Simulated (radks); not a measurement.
Task: Isoelectronic series with 57 electrons, all held in the configuration [Xe] 5d1 6s2, which need not be the ground one along the series. All-electron calculation, scalar-relativistic Kohn-Sham, PBE, spin-unpolarised, spherical densities, finite nucleus; Fermi nuclear charge, rms radius of each element as measured or else 0.836 A^(1/3) + 0.57 fm. Program: a radial shooting solver on a logarithmic mesh with Libxc functionals. Total energies (hartree) and orbital eigenvalues (eV):

ion,E (hartree),5d,6s
La,-8492.9117,-3.0908,-3.6794
Ce+,-8859.5808,-11.4207,-9.8898
Pr2+,-9235.2397,-21.8497,-17.5699
Nd3+,-9619.9200,-33.9999,-26.4910
Pm4+,-10013.6607,-47.6952,-36.5412
Sm5+,-10416.5005,-62.8330,-47.6538
Gd7+,-11249.7888,-97.1872,-72.9046
Tb8+,-11680.3852,-116.3205,-86.9902
Dy9+,-12120.2580,-136.7193,-102.0248
Ho10+,-12569.6227,-158.3619,-117.9970
Er11+,-13028.4634,-181.2313,-134.8971
Tm12+,-13496.9167,-205.3132,-152.7188
Yb13+,-13974.9730,-230.5961,-171.4564
Lu14+,-14462.7774,-257.0703,-191.1072
Hf15+,-14960.4557,-284.7275,-211.6694
Ta16+,-15468.0339,-313.5609,-233.1418
W17+,-15985.6112,-343.5646,-255.5242
Re18+,-16513.3003,-374.7336,-278.8178
Os19+,-17051.1556,-407.0638,-303.0236
Ir20+,-17599.3651,-440.5514,-328.1449
Pt21+,-18157.9527,-475.1934,-354.1834
Au22+,-18727.0782,-510.9872,-381.1434
Hg23+,-19306.8180,-547.9307,-409.0282

Estimate the row of Eu6+.

Result: E (hartree) -10828.5314; 5d -79.3462; 6s -59.7851.
